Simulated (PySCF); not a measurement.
# Shifts of the heteroatoms

Molfile (atoms numbered from 1):
```
C6H7NS
     RDKit          3D

 15 15  0  0  0  0  0  0  0  0999 V2000
    2.6923    0.2724   -0.1324 C   0  0  0  0  0  0  0  0  0  0  0  0
    1.6357   -1.1558   -0.3617 S   0  0  0  0  0  0  0  0  0  0  0  0
    0.0331   -0.5134   -0.1121 C   0  0  0  0  0  0  0  0  0  0  0  0
   -1.0389   -1.4029   -0.2010 C   0  0  0  0  0  0  0  0  0  0  0  0
   -2.3207   -0.9250   -0.0107 C   0  0  0  0  0  0  0  0  0  0  0  0
   -2.6132    0.3462    0.2573 N   0  0  0  0  0  0  0  0  0  0  0  0
   -1.5875    1.1828    0.3397 C   0  0  0  0  0  0  0  0  0  0  0  0
   -0.2605    0.8174    0.1668 C   0  0  0  0  0  0  0  0  0  0  0  0
    2.5916    0.6857    0.8716 H   0  0  0  0  0  0  0  0  0  0  0  0
    3.7111   -0.0928   -0.2621 H   0  0  0  0  0  0  0  0  0  0  0  0
    2.4963    1.0408   -0.8810 H   0  0  0  0  0  0  0  0  0  0  0  0
   -0.8725   -2.4524   -0.4144 H   0  0  0  0  0  0  0  0  0  0  0  0
   -3.1636   -1.6073   -0.0771 H   0  0  0  0  0  0  0  0  0  0  0  0
   -1.8298    2.2198    0.5580 H   0  0  0  0  0  0  0  0  0  0  0  0
    0.5132    1.5682    0.2510 H   0  0  0  0  0  0  0  0  0  0  0  0
  1  2  1  0
  2  3  1  0
  3  4  2  0
  4  5  1  0
  5  6  2  0
  6  7  1  0
  7  8  2  0
  8  3  1  0
  1  9  1  0
  1 10  1  0
  1 11  1  0
  4 12  1  0
  5 13  1  0
  7 14  1  0
  8 15  1  0
M  END
```

Method: structure optimised with PBE0-D3(BJ)/def2-TZVP, GIAO B97-2/pcSseg-2 shieldings, in PySCF 2.14 (non-relativistic Hamiltonian, single conformer, no solvent model, rapidly exchanging positions averaged).

Where does ¹⁵N resonate?

Results:


```csv
atoms,environment,σ (ppm),δ (ppm)
N6,pyridine-type ring nitrogen,-73.0,-82.6
```

Shieldings were converted by a linear fit to measured shifts: ¹⁵N: δ = -149.73 − 0.920σ (rms 6.4 ppm, 44 shifts vs CH3NO2, solution or neat liquid). Occasional misses reach two or three times the rms, and more in compound classes unlike the fitted ones.

On a 500 MHz spectrometer ¹⁵N resonates near 50.7 MHz, so 1 ppm is 50.7 Hz.
